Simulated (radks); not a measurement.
Values are calculated unless marked as measured or tabulated.
Q: Radial electron density D(r) = 4 pi r^2 rho(r) of an atom or ion with 9 electrons. Code: a radial shooting solver on a logarithmic mesh with Libxc functionals. Model: Dirac Kohn-Sham, BLYP, spin-unpolarised, spherical densities, finite nucleus; Fermi nuclear charge, rms radius of each element as measured or else 0.836 A^(1/3) + 0.57 fm.

| r (bohr) | D(r) (e/bohr) |
|---|---|
| 0.008781 | 1.375 |
| 0.01073 | 1.939 |
| 0.0131 | 2.701 |
| 0.016 | 3.707 |
| 0.01954 | 4.998 |
| 0.02368 | 6.524 |
| 0.02892 | 8.392 |
| 0.03533 | 10.46 |
| 0.04315 | 12.54 |
| 0.0527 | 14.35 |
| 0.06437 | 15.54 |
| 0.07862 | 15.77 |
| 0.09603 | 14.90 |
| 0.1173 | 13.12 |
| 0.1421 | 11.12 |
| 0.1736 | 9.555 |
| 0.212 | 9.249 |
| 0.259 | 10.31 |
| 0.3163 | 11.98 |
| 0.3863 | 13.01 |
| 0.4718 | 12.33 |
| 0.5763 | 9.845 |
| 0.7039 | 6.429 |
| 0.8529 | 3.431 |
| 1.042 | 1.367 |
| 1.272 | 0.3969 |
| 1.554 | 0.07940 |
| 1.898 | 0.01004 |

What is the nuclear charge?

A: Z = 14. The innermost maximum, from 1s, lies near gamma/Z bohr with gamma = sqrt(1 - (Z/c)^2) = 0.995, here 0.0711 bohr (found: 0.0743), and its height grows with Z. The density is that of the silicon ion Si5+ in [He] 2s2 2p(1/2: 2, 3/2: 3); the configuration itself is not fixed sharply by these data, and Z only to about a unit. D(r) has 2 maxima, at r = 0.0743, 0.399 bohr, and minima at 0.200 bohr, inside which lie 2.22 electrons.
